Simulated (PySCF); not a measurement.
An unknown is described by computed data only.

Elements present: Al, C, H and N. Monoisotopic mass: 89.0785 u.

- Polarisability: 79.8 au [B3LYP/def2-SVPD]
- UV, first state: lowest singlet excitation: 6.27 eV (198 nm, f = 0.046 summed over 2 states within 0.01 eV) [TDDFT B3LYP/def2-SVPD]
- Rotational structure: rotational constants A, B, C: 4.580, 2.740, 2.739 GHz [PBE0-D3(BJ)/def2-SVP]
- 13C NMR: chemical shifts (computed TMS as zero) by class: 51.3 (3 C) ppm [GIAO PBE/pcSseg-2]
- NMR, other nuclei: isotropic shieldings of nuclei other than C and H, by class: 210 (1 N), 388 (1 Al) ppm [GIAO PBE/pcSseg-2]
- 1H NMR: chemical shifts (computed TMS as zero) by class: 4.16 (3 H), 2.52 (9 H) ppm [GIAO PBE/pcSseg-2]
- XPS: C1s 292.2 (×3), N1s 406.5, Al1s 1565.2 eV [ΔSCF SCAN, pcX-2 on the ionised atom, pcseg-1 elsewhere, spin-free X2C]

Electronic properties: PySCF, gas phase, density fitting. Levels stand in brackets. Isolated species at its PBE0-D3(BJ)/def2-SVP geometry, gas phase. NMR values are class means; diastereotopic atoms form classes of their own.

Q: Which formula fits the mass and the elements?

A: C3H12AlN (calculated 89.0785). No other formula that holds each of these elements comes within 0.0003 u with a fitting electron parity and a possible valence count.

Q: Propose a structure and show how it fits.

A: Numbering: `[CH3:1][N+:2]([CH3:3])([CH3:4])[AlH3-:5]`. 3 carbons fall into 1 class: N-methyl carbon [C1/C3/C4] (51.3 ppm, 3 C). Hydrogen classes from least to most shielded: 3 H on an aluminium bonded to N and 3 H, Al5 (4.16 ppm), 9 H on 3 N-methyl carbons, C1/C3/C4 (2.52 ppm, a mean of values up to 1.0 ppm apart in this geometry). The other shieldings belong to: 210 ppm, nitrogen bonded to Al and 3 C [N2]; 388 ppm, aluminium bonded to N and 3 H [Al5]. The core levels belong to: C1s 292.2 eV, N-methyl carbon [C1/C3/C4]; N1s 406.5 eV, nitrogen bonded to Al and 3 C [N2]; Al1s 1565.2 eV, aluminium bonded to N and 3 H [Al5]. The optimised geometry has point group C3v and is a prolate symmetric top (the spread among constants that symmetry makes equal is optimisation noise). Structure: `C[N+]([AlH3-])(C)C`. The assignments are read from this structure; whether some other isomer fits the data as well wasn't checked.
